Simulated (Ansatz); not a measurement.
Cost and result for the atomization energy of C₃H₈AlCl (`C[CH2][Al]([CH3])[Cl]`) (13 atoms, 12 bonds).

```xyz
13

C     1.620    0.325    0.754
C     0.199    0.287    1.318
Al   -1.208   -0.127    0.030
C    -0.928   -0.468   -1.863
Cl   -3.184   -0.207    0.778
H     2.360    0.562    1.523
H     1.724    1.075   -0.035
H     1.908   -0.635    0.316
H    -0.053    1.245    1.789
H     0.128   -0.443    2.134
H    -1.864   -0.643   -2.397
H    -0.287   -1.344   -2.007
H    -0.415    0.373   -2.339
```

The species carries charge 0 and has multiplicity 1. All single points use the PBE0-D4/def2-TZVP geometry. It is one conformer, not always the lowest. Program: Ansatz. All runs use 4 threads of an AMD EPYC 9R45 on a shared host. Times are those of one run each, without the atoms' runs, and a repeat can differ threefold. Electronic energies, without spin–orbit coupling; frozen cores. CCSD(T)/CBS adds CCSD(T) − MP2 in def2-TZVPP to the MP2 limit, and its time is that of the two runs behind it. T1 = 0.009. B3LYP takes the VWN-RPA correlation (the form of Gaussian; ORCA's B3LYP/G). HSE06 is the plane-wave form, built on full-range PBE exchange.

CCSD(T)/CBS is a level of theory with its own doubt, some kJ/mol a heavy atom from the limit and from the frozen cores, so smaller differences don't rank the functionals.

| level | functions | wall time |
| --- | --- | --- |
| PBE-D4/def2-TZVPP (with forces) | 289 | 1.6 s |
| BHLYP-D4/def2-TZVPP | 289 | 1.9 s |
| HSE06-D4/def2-TZVPP | 289 | 2.1 s |
| CAM-B3LYP-D4/def2-TZVPP | 289 | 2.2 s |
| r2SCAN-D4/def2-TZVPP (with forces) | 289 | 2.4 s |
| CCSD(T)/def2-SVP | 118 | 2.7 s |
| B3LYP-D4/def2-TZVPP (with forces) | 289 | 2.9 s |
| PBE-QIDH/def2-TZVPP | 289 | 3.3 s |
| B97M-V/def2-TZVPP | 289 | 4.2 s |
| ωB97M-V/def2-TZVPP (with forces) | 289 | 6 s |
| MP2/def2-QZVPP | 551 | 14 s |
| CCSD(T)/def2-TZVPP | 289 | 82 s |
| CCSD(T)/CBS(def2) | – | 96 s |

Task: What atomization energy does each give, and how far from CCSD(T)/CBS? (An estimate is asked.)

Result: The calculation gave: 
| level | atomization (kcal/mol) | difference from CCSD(T)/CBS | per bond |
| --- | --- | --- | --- |
| PBE-D4/def2-TZVPP (with forces) | 1162.4 | 11.7 | 1.0 |
| BHLYP-D4/def2-TZVPP | 1127.7 | -23.0 | -1.9 |
| HSE06-D4/def2-TZVPP | 1154.0 | 3.3 | 0.3 |
| CAM-B3LYP-D4/def2-TZVPP | 1152.4 | 1.7 | 0.1 |
| r2SCAN-D4/def2-TZVPP (with forces) | 1155.0 | 4.3 | 0.4 |
| CCSD(T)/def2-SVP | 1099.7 | -51.0 | -4.3 |
| B3LYP-D4/def2-TZVPP (with forces) | 1147.8 | -2.9 | -0.2 |
| PBE-QIDH/def2-TZVPP | 1148.3 | -2.4 | -0.2 |
| B97M-V/def2-TZVPP | 1156.4 | 5.7 | 0.5 |
| ωB97M-V/def2-TZVPP (with forces) | 1153.9 | 3.2 | 0.3 |
| MP2/def2-QZVPP | 1152.0 | 1.3 | 0.1 |
| CCSD(T)/def2-TZVPP | 1125.1 | -25.6 | -2.1 |
| CCSD(T)/CBS(def2) | 1150.7 | 0.0 | 0.0 |

From BLYP to BHLYP (50 % exact exchange), in def2-TZVPP and without D4, the atomization energy moves by −5.7 kcal/mol: exact exchange takes away binding that semilocal exchange gives to molecules. Leaving LDA and LC-ωPBE aside and taking each functional with its dispersion term where it has one, the values spread over 34.7 kcal/mol, from BHLYP-D4 to PBE-D4. LDA lies +130.9 kcal/mol from PBE without D4, its usual overbinding. At CCSD(T), def2-SVP lies −51.0 kcal/mol from the extrapolated value and def2-TZVPP −25.6 kcal/mol: correlation converges slowly with the basis, and small sets miss more of it in the bonded molecule than in its fragments.
